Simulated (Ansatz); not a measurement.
Consider the ligand exchange at a Ti–O bond: `[OH][Ti]12345678([OH])([C@H]9[C@@H]1[C@@H]2[C@@H]3[C@H]94)[C@H]1[C@@H]5[C@@H]6[C@@H]7[C@H]18` + H–F → `[OH][Ti]12345678([F])([C@H]9[C@@H]1[C@@H]2[C@@H]3[C@H]94)[C@H]1[C@@H]5[C@@H]6[C@@H]7[C@H]18` + H₂O.

Gas-phase electronic energies from Ansatz, PBE0-D4/def2-TZVP geometries. CCSD(T)/CBS is the MP2 limit (def2-TZVPP, def2-QZVPP) plus CCSD(T) − MP2 in def2-TZVPP, frozen cores. This one scheme is used for every species. Functionals use def2-TZVPP. For Ti outer-core shells are correlated without core-valence functions, which leaves a few kJ/mol of doubt a bond. Scalar relativity is left out up to krypton. Each species was taken in one conformer, which may not be the lowest.

| level | ΔE (kcal/mol) |
| --- | --- |
| RPA@PBE/def2-TZVPP | -13.0 |
| CCSD/CBS(def2) | -13.8 |

Q: What does CCSD(T)/CBS give? (Best estimate.)

A: The calculation gave: -13.0 kcal/mol. The listed levels differ from it by 0.0, -0.8 kcal/mol.

Largest T1 diagnostic among the species: 0.019.

The D4 term adds +1.6 kcal/mol with B3LYP and +0.9 kcal/mol with PBE0; it sums over pairs of atoms, weighted by their polarisabilities, and B3LYP, whose exchange is more repulsive, gets the larger term. In def2-TZVPP, CCSD(T) changes the Hartree–Fock value by +5.1 kcal/mol (the triples alone add +0.9 kcal/mol) and MP2 by +6.6 kcal/mol.

B3LYP here is the variant with VWN-RPA as its local correlation; programs differ in this.

CCSD(T)/CBS has its own doubt, a few kJ/mol and more with outer-core shells, so smaller differences from it don't rank the levels.
